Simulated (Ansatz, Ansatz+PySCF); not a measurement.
```xyz
2

Be    0.0000    0.0000   -0.2445
H     0.0000    0.0000    0.9781
```

Basis set: 6-31G (spherical functions). All electrons are correlated. Correlation on ROHF uses semicanonical orbitals with singles. Charge 0, multiplicity 2.

Computed with Ansatz (development build ahead of 0.2.0); each method stands on the lowest determinant of its kind that the runs found.

The atomization energy at this shape (free ground-state atoms in the same class of orbitals less the molecule, no zero-point energy) of doublet BeH:

```csv
method,atomization energy
PBE0 (unrestricted),2.20 eV
ROHF-CCSD(T),1.35 eV
UHF-MP2,1.85 eV
UHF,1.95 eV
```

What does ROHF-MP2 give?

1.74 eV. Caution: the shape is not the minimum. Caution for UHF: a free atom is spin contaminated.

This basis has no polarisation functions and is too small for such energies, which can lie far from measured ones in either direction.
